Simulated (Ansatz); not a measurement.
Species: sum formula CoBrF, net charge 0, quartet state. The spin state was set by rule; other spins were not relaxed. SMILES: [F][Co][Br]
Geometry: optimised at B3LYP-D3(BJ)/def2-TZVP (Ansatz, a first-principles code).

Parts of the frozen-core correlation energy in 6-31G (Ansatz, hartree). Frozen orbitals: 24; correlated occupied orbitals by spin: 13 and 10; virtual: 30 and 33. Open shells are spin-unrestricted. No spin-orbit coupling. No relativistic terms.

```tsv
term	value
reference (HF)	-4052.79015
MP2 opposite-spin	-0.19042
MP2 same-spin	-0.08758
CCSD correlation	-0.28739
(T)	-0.00645
T1 diagnostic	0.028
largest doubles amplitude	0.038
<S^2> of the reference	3.759
```
